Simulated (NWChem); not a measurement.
## Which level was it?

[CuH2]− has 3 atoms, charge -1, and is taken as a singlet. As SMILES, `[H][Cu-][H]`. Geometry: a GFN2-xTB relaxation, a rough one for these elements and not checked as a minimum.

```xyz
3

Cu    0.0002    0.0001    0.0000
H    -0.0176   -0.0217    1.5527
H     0.0174    0.0216   -1.5527
```

A calculation with NWChem 7.3.0 gave:

```json
{
  "total energy": "-1631.8001 Eh",
  "HOMO energy": "-1.05 eV",
  "LUMO energy": "6.09 eV",
  "HOMO–LUMO gap": "7.15 eV",
  "largest force": "0.229 eV/Å"
}
```

Problem. Which of these levels gave the numbers?
A. B3LYP/3-21G
B. HF/3-21G
C. B3LYP/6-31G* (spherical functions)
D. B3LYP/6-31G* (Cartesian functions)

Solution. B. The others give -1641.4198 Eh (B3LYP/6-31G* (Cartesian functions)), -1633.4718 Eh (B3LYP/3-21G), -1641.4144 Eh (B3LYP/6-31G* (spherical functions)).
